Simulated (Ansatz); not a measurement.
N2H2Te, closed shell: a pair in one relaxed arrangement.

The input file, in.yaml:

```yaml
crystal:
  periodic: [false, false, false]
  atoms:
    - {symbol: N, position_ang: [-0.531873, -0.074939, -2.582946]}
    - {symbol: N, position_ang: [0.356877, -0.253450, -1.978685]}
    - {symbol: Te, position_ang: [-0.524811, -0.096020, 1.993532]}
    - {symbol: H, position_ang: [0.744240, -0.893057, 1.290394]}
    - {symbol: H, position_ang: [-0.044434, 1.317466, 1.277805]}
basis:
  gaussian: {orbitals: "def2-TZVPPD.json"}
hamiltonian: {xc: {name: wB97X-V}}
```

The basis file named in the input lies beside it (Basis Set Exchange, JSON).

Run by:

```bash
ansatz run in.yaml --threads 2 --pin off --events-out ev --progress --plain --max-ram 5222MiB
```

Output of Ansatz 0.2.0:

```
Functional definition: wB97X-V
  name "wB97X-V"
  cite "Mardirossian & Head-Gordon, Phys. Chem. Chem. Phys. 16, 9904 (2014) doi:10.1039/C3CP54374A"
  cite "Becke, J. Chem. Phys. 107, 8554 (1997) doi:10.1063/1.475007"
  cite "Vydrov & Van Voorhis, J. Chem. Phys. 133, 244103 (2010) doi:10.1063/1.3521275"
  parameter omega = 0.3/bohr
  parameter cx = 0.167
  parameter cx1 = 0.603
  parameter cx2 = 1.194
  parameter css0 = 0.556
  parameter css1 = -0.257
  parameter cos0 = 1.219
  parameter cos1 = -1.850
  parameter b = 6.0
  parameter c = 0.01
  exchange = spin_sum(e_x_unif_sr(omega)*poly(b97_u_x, 1 - cx, cx1, cx2)) + cx*exact_x_sr(omega) + exact_x_lr(omega)
  correlation = spin_sum(e_c_pw_same_spin*poly(b97_u_same, css0, css1))
      + integral(e_c_pw_opposite_spin*poly(b97_u_opposite, cos0, cos1)) + vv10(b, c)
950 factors; their error is unknown
242 factors; integrals over basis functions are off by at most 4.8e-5 eV
mean field evaluation 1: about -10305.1875 eV, gradient 1.7e1 eV
mean field evaluation 2: about -10305.7299 eV, gradient 6.7e0 eV
mean field evaluation 4: about -10305.8147 eV, gradient 8.0e-1 eV
mean field evaluation 8: about -10305.9341 eV, gradient 9.0e-2 eV
mean field evaluation 16: about -10305.9341 eV, gradient 7.8e-6 eV
mean field -10305.93414258 eV, -378.7360941266 hartree, gradient 7.8e-6 eV, S^2 0.000000; 0 other end points of the search recorded, 0 dependent functions left out
reference -10305.93414044 eV, -378.7360940482 hartree; 20, 20 occupied and 147, 147 virtual orbitals, 950 factors
Total energy: -10305.93414044 eV, -378.7360940482 hartree
```

The lines “mean field evaluation” count trial sets of orbitals through the whole run, from several starts and some on an approximate energy, so they need not fall steadily or lie above the final value.

Hardware: 2 CPU threads of an Arm Neoverse V2, shared host. Wall time about 5.5 s.
